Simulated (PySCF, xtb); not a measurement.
AlFBr2, SMILES [F][Al]([Br])[Br].

xtb with GFN2-xTB at its own geometry gives an orbital gap of 4.31 eV and a dipole moment of 1.27 D.

The structure is a stationary point at B3LYP-D3(BJ)/def2-SVP. The structure was generated by enumeration; whether it is a known compound was not checked.

**Question.** What does r2SCAN/def2-TZVPD (PySCF) give? (An estimate is asked for; the answer gives what the named calculation found.)

**Answer.** gap 5.89 eV (levels -7.98 and -2.09 eV), dipole 0.70 D.
